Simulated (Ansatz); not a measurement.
C2H6Al, SMILES `[CH3][Al-][CH3]` (excited triplet) (charge -1, multiplicity 3). This triplet is an excited state, 0.90 eV above the relaxed singlet at the level frozen-core CCSD(T)/aug-cc-pVDZ // PBE0-D3(BJ)/def2-TZVPD (Ansatz, an electronic-structure program).

Computed with LDA/aug-cc-pVTZ // PBE0-D3(BJ)/def2-TZVPD run with Ansatz.

Ansatz 0.2 input:
```yaml
crystal:
  periodic: [false, false, false]
  atoms:
    - { symbol: C, position_ang: [1.696747, 0.229048, 0.055578] }
    - { symbol: Al, position_ang: [-0.04286, 0.151591, 1.090056] }
    - { symbol: C, position_ang: [-1.698329, -0.223486, -0.014976] }
    - { symbol: H, position_ang: [1.902902, -0.722061, -0.451606] }
    - { symbol: H, position_ang: [1.67351, 1.01885, -0.706015] }
    - { symbol: H, position_ang: [2.543186, 0.43751, 0.718991] }
    - { symbol: H, position_ang: [-2.595731, -0.250904, 0.612678] }
    - { symbol: H, position_ang: [-1.625679, -1.191154, -0.527502] }
    - { symbol: H, position_ang: [-1.853744, 0.550604, -0.777204] }
basis:
  gaussian: { orbitals: aug-cc-pVTZ }
hamiltonian:
  xc: lda
total_charge: -1
magnetization:
  spin_polarized: true
  initial_magnetization: 2
```

Output:

```
Functional definition: SPW92
1130 factors; their error is unknown
mean field evaluation 1: about -8706.4332 eV, gradient 5.1e1 eV
mean field evaluation 2: about -8622.2514 eV, gradient 9.8e1 eV
mean field evaluation 4: about -8718.7137 eV, gradient 8.7e0 eV
mean field evaluation 8: about -8719.1932 eV, gradient 2.4e-1 eV
mean field evaluation 16: about -8719.1664 eV, gradient 4.3e-3 eV
mean field evaluation 32: about -8717.5999 eV, gradient 4.5e0 eV
mean field evaluation 64: about -8718.7492 eV, gradient 4.7e0 eV
mean field -8719.16641962 eV, -320.4234558577 hartree, gradient 5.7e-6 eV, S^2 2.001285; 10 other end points of the search recorded, 0 dependent functions left out
reference -8719.16647768 eV, -320.4234579916 hartree; 17, 15 occupied and 263, 265 virtual orbitals, 1130 factors
Total energy: -8719.16647768 eV, -320.4234579916 hartree
```
